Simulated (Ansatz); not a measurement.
`CC[O][GeH3]` + `OCF` → `COCF` + `C[O][GeH3]` at 298.15 K and 1 bar (substitution at a C–C bond).

Gas-phase electronic energies from Ansatz, PBE0-D4/def2-TZVP geometries. CCSD(T)/CBS is the MP2 limit (def2-TZVPP, def2-QZVPP) plus CCSD(T) − MP2 in def2-TZVPP, frozen cores. For Ge outer-core shells are correlated without core-valence functions, which leaves a few kJ/mol of doubt a bond. Scalar relativity is left out up to krypton. Each species was taken in one conformer, which may not be the lowest.

```json
{"species": "`CC[O][GeH3]`", "CCSD(T)/CBS energy (Eh)": "-2232.20346", "H − E (kJ/mol)": "265.4", "S (J/(mol·K))": "340.8"}
{"species": "`OCF`", "CCSD(T)/CBS energy (Eh)": "-214.81254", "H − E (kJ/mol)": "130.4", "S (J/(mol·K))": "256.5"}
{"species": "`COCF`", "CCSD(T)/CBS energy (Eh)": "-254.05716", "H − E (kJ/mol)": "207.7", "S (J/(mol·K))": "290.8"}
{"species": "`C[O][GeH3]`", "CCSD(T)/CBS energy (Eh)": "-2192.93708", "H − E (kJ/mol)": "187.5", "S (J/(mol·K))": "308.8"}
```

H − E and S are ideal-gas, rigid-rotor, harmonic terms from PBE0-D4/def2-TZVP, for one conformer and one mirror image of each species. 1 Eh = 2625.50 kJ/mol, R = 8.31446 J/(mol·K).

Task: By hand: ΔE, ΔH, ΔS and ΔG.

Result: ΔE = (-254.05716) + (-2192.93708) − (-2232.20346) − (-214.81254) = 0.02176 Eh = 57.1 kJ/mol. Δ(H − E) = 207.7 + 187.5 − 265.4 − 130.4 = -0.6, so ΔH = 56.5 kJ/mol. ΔS = 290.8 + 308.8 − 340.8 − 256.5 = 2.3 J/(mol·K). ΔG = 56.5 − 298.15 × (2.3)/1000 = 55.8 kJ/mol.

Task: By hand: the equilibrium constant, and the temperature at which ΔG would vanish if ΔH and ΔS stayed fixed.

Result: log₁₀ K = −ΔG/(RT ln 10) = -9.8. ΔG = 0 at ΔH/ΔS = 24565 K, far beyond where these terms or the molecules hold.

The number of gas molecules stays the same, so ΔS is small and ΔH decides. A doubt of 5 kJ/mol in ΔE shifts log₁₀ K by 0.9 here. Other conformers and mirror images would add mixing entropy, several J/(mol·K) or more a flexible species. Modes under 60 cm⁻¹, often nearly free rotors, make the harmonic entropy too high. These are equilibria of isolated gas molecules and say nothing of rates. Largest T1 diagnostic: 0.011 (customary marks: 0.02 for closed shells, 0.045 for open ones).
